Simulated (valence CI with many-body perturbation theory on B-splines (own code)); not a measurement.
**Pt LXXIV: calculated level list**

Calculated by relativistic CI+MBPT: three valence electrons over a frozen Dirac-Fock core [He], radial functions for each j: 11 s, 11 p, 10 d, 8 f, 5 g, 2 h, with the one-electron correlation potential Σ1, the two-electron term Σ2, the three-electron term Σ3, Breit, model QED; selected CI, second order for the rest, scaled by the run's own slope (own B-spline code, finite nucleus).

The last digits are not significant, and no measured levels were compared; by estimate large intervals hold to a few tenths of a per cent, small ones and those within an open d or f shell to about a per cent.

Levels 1 to 45 of 165, with energies above the lowest level, (2s^2 2p1/2) J=1/2. "Leading %" is the weight of the configuration and term that name the level; weights of strongly mixed levels are sums over their largest components and can fall short. In the jj column 3d3/2^4 stands for four electrons in 3d with j = 3/2.

```csv
No.,Configuration,Term,J,E (Ry),Leading %,g,Second component,Leading jj
1,2s²2p,²P°,1/2,0.0,100,0.609,,2s^2 2p1/2 (100 %)
2,2s2p²,⁴P,1/2,21.9,48,2.008,32 % 2s2p² ²S,2s 2p1/2^2 (100 %)
3,2s²2p,²P°,3/2,137.0,99,1.293,,2s^2 2p3/2 (99 %)
4,2s2p²,⁴P,3/2,152.5,89,1.611,7 % 2s2p² ²D,2s 2p1/2 2p3/2 (100 %)
5,2s2p²,²D,5/2,155.5,64,1.298,36 % 2s2p² ⁴P,2s 2p1/2 2p3/2 (100 %)
6,2s2p²,²P,1/2,161.3,68,1.272,32 % 2s2p² ⁴P,2s 2p1/2 2p3/2 (100 %)
7,2s2p²,²D,3/2,161.5,61,0.970,38 % 2s2p² ²P,2s 2p1/2 2p3/2 (100 %)
8,2p³,²P°,3/2,184.1,49,1.304,27 % 2p³ ²D°,2p1/2^2 2p3/2 (99 %)
9,2s2p²,⁴P,5/2,290.8,64,1.413,36 % 2s2p² ²D,2s 2p3/2^2 (100 %)
10,2s2p²,²S,1/2,299.4,68,1.916,20 % 2s2p² ⁴P,2s 2p3/2^2 (100 %)
11,2s2p²,²P,3/2,299.5,58,1.163,32 % 2s2p² ²D,2s 2p3/2^2 (100 %)
12,2p³,⁴S°,3/2,317.1,56,1.429,44 % 2p³ ²D°,2p1/2 2p3/2^2 (100 %)
13,2p³,²D°,5/2,318.8,100,1.156,,2p1/2 2p3/2^2 (100 %)
14,2p³,²P°,1/2,323.4,100,0.609,,2p1/2 2p3/2^2 (100 %)
15,2p³,²P°,3/2,457.5,51,1.283,28 % 2p³ ²D°,2p3/2^3 (100 %)
16,2s²3s,²S,1/2,884.6,98,1.978,,2s^2 3s (98 %)
17,2s²3p,²P°,1/2,891.8,96,0.654,,2s^2 3p1/2 (96 %)
18,2s2p3s,⁴P°,1/2,899.3,85,2.346,14 % 2s2p3s ²P°,2s 2p1/2 3s (99 %)
19,2s2p3s,⁴P°,3/2,901.5,58,1.521,42 % 2s2p3s ²P°,2s 2p1/2 3s (100 %)
20,2s2p3s,²P°,1/2,904.0,95,0.684,4 % 2s2p3s ⁴P°,2s 2p1/2 3s (99 %)
21,2s2p3p,⁴D,1/2,905.3,72,0.257,22 % 2s2p3p ²P,2s 2p1/2 3p1/2 (100 %)
22,2s2p3p,⁴D,3/2,907.5,39,1.077,34 % 2s2p3p ²D,2s 2p1/2 3p1/2 (100 %)
23,2s2p3p,⁴P,1/2,911.3,45,1.898,31 % 2s2p3p ²S,2s 2p1/2 3p1/2 (99 %)
24,2p²3s,⁴P,1/2,925.4,45,1.977,31 % 2p²3s ²S,2p1/2^2 3s (97 %)
25,2p²3p,²P°,1/2,931.0,46,0.641,37 % 2p²3p ⁴D°,2p1/2^2 3p1/2 (98 %)
26,2s²3p,²P°,3/2,932.2,98,1.317,,2s^2 3p3/2 (98 %)
27,2s²3d,²D,3/2,936.8,98,0.783,,2s^2 3d3/2 (98 %)
28,2s2p3p,⁴P,3/2,946.8,31,1.384,27 % 2s2p3p ⁴D,2s 2p1/2 3p3/2 (100 %)
29,2s²3d,²D,5/2,947.3,86,1.199,5 % 2s2p3p ⁴D,2s^2 3d5/2 (86 %)
30,2s2p3p,⁴D,5/2,949.5,37,1.291,35 % 2s2p3p ²D,2s 2p1/2 3p3/2 (86 %)
31,2s2p3p,²D,3/2,949.6,42,1.239,25 % 2s2p3p ²P,2s 2p1/2 3p3/2 (100 %)
32,2s2p3p,²P,1/2,949.9,45,1.333,20 % 2s2p3p ²S,2s 2p1/2 3p3/2 (99 %)
33,2s2p3d,⁴F°,3/2,950.4,69,0.572,14 % 2s2p3d ²D°,2s 2p1/2 3d3/2 (100 %)
34,2s2p3d,⁴F°,5/2,952.8,40,0.994,34 % 2s2p3d ²F°,2s 2p1/2 3d3/2 (99 %)
35,2s2p3d,²P°,3/2,954.2,30,1.143,23 % 2s2p3d ²D°,2s 2p1/2 3d3/2 (99 %)
36,2s2p3d,⁴D°,1/2,954.5,53,0.439,41 % 2s2p3d ²P°,2s 2p1/2 3d3/2 (99 %)
37,2s2p3d,⁴P°,5/2,961.9,33,1.296,30 % 2s2p3d ⁴D°,2s 2p1/2 3d5/2 (100 %)
38,2s2p3d,²F°,7/2,964.2,41,1.215,36 % 2s2p3d ⁴F°,2s 2p1/2 3d5/2 (100 %)
39,2s2p3d,²F°,5/2,965.1,46,1.075,26 % 2s2p3d ²D°,2s 2p1/2 3d5/2 (99 %)
40,2s2p3d,²P°,3/2,965.1,38,1.124,31 % 2s2p3d ²D°,2s 2p1/2 3d5/2 (96 %)
41,2p²3p,²P°,3/2,972.7,34,1.314,19 % 2p²3p ⁴D°,2p1/2^2 3p3/2 (96 %)
42,2p²3d,²D,3/2,976.1,43,0.780,32 % 2p²3d ⁴F,2p1/2^2 3d3/2 (98 %)
43,2p²3d,²D,5/2,987.7,37,1.185,18 % 2p²3d ⁴D,2p1/2^2 3d5/2 (98 %)
44,2s2p3s,⁴P°,5/2,1036.7,100,1.560,,2s 2p3/2 3s (100 %)
45,2s2p3s,²P°,3/2,1038.9,75,1.381,24 % 2s2p3s ⁴P°,2s 2p3/2 3s (100 %)
```

The ionisation energy to 2s² ¹S0 of the next ion comes out as 21273 eV (NIST: 21280 ± 90 eV (theoretical)). All 165 levels together are meant to be complete up to 1300.8 Ry.
